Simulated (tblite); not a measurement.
Species: Ge2H9OSi2 (doublet state).
Numbering: `[SiH3:1][O:2][GeH2:3][GeH:4][SiH3:5]` (hydrogens: H6, H7, H8 on Si1; H9, H10 on Ge3; H11 on Ge4; H12, H13, H14 on Si5)

Computed with GFN2-xTB (tblite), gas phase: L-BFGS steps from a force-field or distance-geometry start until the largest atomic force falls under 0.01 eV/Å.

At the end of the run (lengths in Å): Ge4–Si5 2.419, Si1–O2 1.609, Ge3–Ge4 2.457, O2–Ge3 1.792, Ge4–H11 1.590, Si1–H7 1.460, Si1–H8 1.478, Si1–O2–Ge3 138.3°, O2–Ge3–Ge4 103.7°, Ge3–Ge4–Si5 106.6°, Si1–O2–Ge3–Ge4 -43°, O2–Ge3–Ge4–Si5 -57°, H9–Ge3–O2–Si1 -169°, H9–Ge3–Ge4–Si5 51°.

Task: These geometries were met on the way; a selection of coordinates is given. Order them by energy above the end point, lowest first.
A. Ge4–Si5 2.429, Si1–O2 1.607, Ge3–Ge4 2.450, O2–Ge3 1.793, Ge4–H11 1.608, Si1–H7 1.451, Si1–H8 1.470, Si1–O2–Ge3 123.4°, O2–Ge3–Ge4 101.1°, Ge3–Ge4–Si5 106.9°, Si1–O2–Ge3–Ge4 -68°, O2–Ge3–Ge4–Si5 -55°, H9–Ge3–O2–Si1 161°, H9–Ge3–Ge4–Si5 53°
B. Ge4–Si5 2.299, Si1–O2 1.704, Ge3–Ge4 2.394, O2–Ge3 1.809, Ge4–H11 1.557, Si1–H7 1.475, Si1–H8 1.478, Si1–O2–Ge3 106.0°, O2–Ge3–Ge4 109.8°, Ge3–Ge4–Si5 108.8°, Si1–O2–Ge3–Ge4 -74°, O2–Ge3–Ge4–Si5 -40°, H9–Ge3–O2–Si1 167°, H9–Ge3–Ge4–Si5 79°
C. Ge4–Si5 2.379, Si1–O2 1.599, Ge3–Ge4 2.390, O2–Ge3 1.850, Ge4–H11 1.583, Si1–H7 1.434, Si1–H8 1.484, Si1–O2–Ge3 113.1°, O2–Ge3–Ge4 108.2°, Ge3–Ge4–Si5 106.9°, Si1–O2–Ge3–Ge4 -69°, O2–Ge3–Ge4–Si5 -48°, H9–Ge3–O2–Si1 165°, H9–Ge3–Ge4–Si5 74°
D. Ge4–Si5 2.420, Si1–O2 1.629, Ge3–Ge4 2.430, O2–Ge3 1.827, Ge4–H11 1.615, Si1–H7 1.463, Si1–H8 1.464, Si1–O2–Ge3 119.0°, O2–Ge3–Ge4 106.9°, Ge3–Ge4–Si5 103.8°, Si1–O2–Ge3–Ge4 -64°, O2–Ge3–Ge4–Si5 -55°, H9–Ge3–O2–Si1 162°, H9–Ge3–Ge4–Si5 66°
E. Ge4–Si5 2.410, Si1–O2 1.607, Ge3–Ge4 2.460, O2–Ge3 1.820, Ge4–H11 1.558, Si1–H7 1.453, Si1–H8 1.499, Si1–O2–Ge3 120.2°, O2–Ge3–Ge4 104.4°, Ge3–Ge4–Si5 104.5°, Si1–O2–Ge3–Ge4 -67°, O2–Ge3–Ge4–Si5 -54°, H9–Ge3–O2–Si1 159°, H9–Ge3–Ge4–Si5 59°

Result: A (0.065 eV), E (0.114 eV), D (0.210 eV), C (0.395 eV), B (0.722 eV).

```tsv
step	E above end (eV)	rms distance from the end, all atoms (Å)	largest force (eV/Å)	rms shift of all bonds from the end (Å)
16	0.065	0.260	0.226	0.008
11	0.114	0.296	0.434	0.014
6	0.210	0.341	0.545	0.017
3	0.395	0.374	0.923	0.029
0	0.722	0.398	2.129	0.048
```

Rows stand in the order of the answer.
